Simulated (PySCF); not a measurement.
Zr(Cl)(OH)3 (ClH3O3Zr), SMILES [OH][Zr]([OH])([OH])[Cl], multiplicity 1. Geometry optimised at B3LYP-D3(BJ)/def2-SVP. The spin state was assumed, not searched. The structure was generated by enumeration; whether it is a known compound was not checked. The def2 effective core potentials stand for the cores of Zr; spin–orbit coupling is left out. Other conformers were not sampled.

Computed with B3LYP-D3(BJ)/def2-SVP run with PySCF.

Harmonic wavenumbers (cm⁻¹): 129, 129, 163, 179, 179, 183, 273, 273, 303, 303, 343, 392, 731, 732, 732, 3971, 3971, 3977. Rotational constants (GHz): 2.798, 1.682, 1.682; symmetry number 3.

Work out the zero-point energy and the ideal-gas rigid-rotor harmonic-oscillator thermochemistry at 298.15 K and 1 atm.

ZPE = ½ Σ hcν = ½ × 16964 cm⁻¹ = 101.47 kJ/mol. H − E(el) = 128.42 kJ/mol. Entropy in J/(mol K): translation 173.35, rotation 108.42, vibration 101.89, total 383.67. G − E(el) = 14.03 kJ/mol. Cp = 131.59 J/(mol K). Modes under 150 cm⁻¹ make the vibrational entropy uncertain.
